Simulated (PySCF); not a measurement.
**Cost of response and excited-state runs on `CC1=C[P@@](=O)(C(C)C)C=C1F`, C8H12FOP**

Bonds (- single, = double, # triple, : aromatic): C1-C2, C2=C3, C3-P4, P4=O5, P4-C6, C6-C7, C6-C8, P4-C9, C9=C10, C10-F11, C10-C2. C1 carries H12, H13, H14; C3 carries H15; C6 carries H16; C7 carries H17, H18, H19; C8 carries H20, H21, H22; C9 carries H23. Stereochemistry as in CC1=C[P@@](=O)(C(C)C)C=C1F.

PySCF with density fitting, on 1 thread of an Arm Neoverse V2, shared host. Command: `OMP_NUM_THREADS=1 python excited_run.py task.json out`

(1) How long does this run take, and how much memory?
- excited states, CAM-B3LYP/def2-SVP; Tamm-Dancoff; spin-orbit couplings; 6 states; 5 triplets; quadratic response for 4 states; writes grids

Results:

(1) 
```
           run               level  basis functions  wall time  peak memory (GiB)
excited states  CAM-B3LYP/def2-SVP              218       90 s                1.1
```
Times from a shared host are rough.
